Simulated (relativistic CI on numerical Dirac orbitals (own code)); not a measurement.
Level scheme of Zn VI

Calculated at this level of theory: Dirac-Coulomb-Breit CI, KLI orbitals optimised for each configuration, a model potential for QED, valence Slater integrals scaled by 0.85, P86 correlation estimate, and configurations built on the next ion tied to the tabulated ionisation energy (semi-empirical) (own radial code, finite nucleus).

CI space (outside the closed core [Ne]): 3s2 3p6 3d7, 3s2 3p6 3d6 4s, 3s2 3p6 3d6 4p, 3s2 3p6 3d6 4d, 3s2 3p6 3d6 5s, 3s2 3p6 3d6 4f, 3s2 3p5 3d8, 3s2 3p4 3d9, 3s2 3p6 3d6 5p, 3s 3p6 3d8, 3s2 3p6 3d5 4s2, 3s2 3p6 3d6 5d, 3s2 3p6 3d6 5f, 3s2 3p6 3d6 5g, 3s2 3p6 3d5 4s 4p, 3s2 3p6 3d5 4p2, 3s2 3p6 3d5 4s 4d, 3s2 3p5 3d7 4s, 3p6 3d9, 3s2 3p6 3d5 4p 4d. Levels of other configurations are missing.

The lowest level is 3s2 3p6 3d7 4F_9/2, with 99 % of that term; Hund's rules for 3s2 3p6 3d7 give 4F with J = 9/2, in agreement.

```tsv
No.	Configuration	Term	J	E (cm⁻¹)	%	Landé g	Lifetime (s)
1	3s2 3p6 3d7	4F	9/2	0	99	1.332	
2	3s2 3p6 3d7	4F	7/2	2098	100	1.237	3.23e+00
3	3s2 3p6 3d7	4F	5/2	3545	99	1.029	5.75e+00
4	3s2 3p6 3d7	4F	3/2	4505	99	0.402	1.76e+01
5	3s2 3p6 3d7	4P	5/2	21677	98	1.595	5.06e+00
6	3s2 3p6 3d7	4P	3/2	21705	81	1.656	9.00e+00
7	3s2 3p6 3d7	4P	1/2	23030	92	2.525	6.74e+00
8	3s2 3p6 3d7	2G	9/2	23455	96	1.105	2.61e-01
9	3s2 3p6 3d7	2G	7/2	25411	99	0.889	4.75e-01
10	3s2 3p6 3d7	2P	3/2	27397	65	1.310	3.02e-01
11	3s2 3p6 3d7	2P	1/2	29156	92	0.810	7.21e-01
12	3s2 3p6 3d7	2D	5/2	30780	98	1.204	1.34e-01
13	3s2 3p6 3d7	2H	11/2	32517	100	1.090	2.98e+00
14	3s2 3p6 3d7	2D	3/2	34108	81	0.896	1.06e-01
15	3s2 3p6 3d7	2H	9/2	34377	96	0.915	5.85e-01
16	3s2 3p6 3d7	2F	5/2	51683	99	0.858	4.06e-01
17	3s2 3p6 3d7	2F	7/2	52468	99	1.142	2.72e-01
18	3s2 3p6 3d7	2D	3/2	77870	99	0.799	4.81e-02
19	3s2 3p6 3d7	2D	5/2	79074	99	1.198	3.70e-02
20	3d6(5D) 4s	6D	9/2	273968	99	1.555	9.20e-03
21	3d6(5D) 4s	6D	7/2	275319	99	1.587	4.14e-03
22	3d6(5D) 4s	6D	5/2	276278	99	1.657	4.70e-03
23	3d6(5D) 4s	6D	3/2	276930	99	1.866	5.29e-03
24	3d6(5D) 4s	6D	1/2	277311	99	3.332	5.89e-03
25	3d6(5D) 4s	4D	7/2	285664	99	1.427	8.50e-06
26	3d6(5D) 4s	4D	5/2	287217	99	1.371	8.49e-06
27	3d6(5D) 4s	4D	3/2	288188	99	1.200	8.48e-06
28	3d6(5D) 4s	4D	1/2	288743	99	0.004	8.47e-06
29	3d6(3H) 4s	4H	13/2	306540	99	1.229	2.99e-05
30	3d6(3H) 4s	4H	11/2	307069	96	1.136	3.03e-05
31	3d6(3H) 4s	4H	9/2	307492	93	0.985	3.04e-05
32	3d6(3H) 4s	4H	7/2	307876	94	0.685	3.02e-05
33	3d6(3P) 4s	4P	5/2	309212	98	1.598	3.05e-05
34	3d6(3F) 4s	4F	9/2	310807	83	1.294	2.92e-05
35	3d6(3F) 4s	4F	7/2	311517	86	1.198	3.13e-05
36	3d6(3F) 4s	4F	5/2	312026	92	0.995	3.20e-05
37	3d6(3P) 4s	4P	3/2	312201	86	1.663	2.48e-05
38	3d6(3F) 4s	4F	3/2	312461	98	0.422	3.26e-05
39	3d6(3H) 4s	2H	11/2	313096	70	1.140	1.29e-05
40	3d6(3P) 4s	4P	1/2	314370	96	2.630	2.93e-05
41	3d6(3H) 4s	2H	9/2	314497	90	0.940	1.09e-05
42	3d6(3G) 4s	4G	11/2	315166	68	1.216	1.90e-05
43	3d6(3G) 4s	4G	9/2	315819	85	1.170	2.62e-05
44	3d6(3G) 4s	4G	7/2	316197	76	1.017	2.36e-05
45	3d6(3G) 4s	4G	5/2	316257	83	0.632	2.39e-05
```

Energies count from the lowest computed level; lifetimes are radiative, by E1, M1, E2 decay to levels of this space only. Percentages are summed over parent terms; the parents shown are those of the largest component, closed shells are left out there.

The mean weight of the leading LS term, summed over parents, in these 45 levels is 93 %, and that of the leading jj configuration (from the same eigenvectors) 55 %, so LS coupling describes them better.

Configurations that consist of the next ion and one excited electron were tied to the tabulated ionisation energy; Rydberg ones are usually within 1,000 to 3,000 cm⁻¹ and the lowest ones within about 6,000 (9,000 in d shells), while levels on excited terms of the next ion carry the error of that term, and the other configurations can be misplaced by 10,000 cm⁻¹ or more. Rates follow the energies as ν³ (E1, M1) or ν⁵ (E2), so rates, branching and lifetimes can be off by large factors. 38 of the 48 excited levels that our extract of the measured tables holds in this range could be paired (the sources list more); they are missed by 4451 cm⁻¹ on average and 8218 at most, and levels without a partner can miss by more.

Landé's interval rule says that E(J) − E(J−1) = AJ with one A. For the ground term the intervals give A = -383.8, -413.5, -466.2 cm⁻¹ for J = 5/2, 7/2, 9/2; the multiplet is inverted.
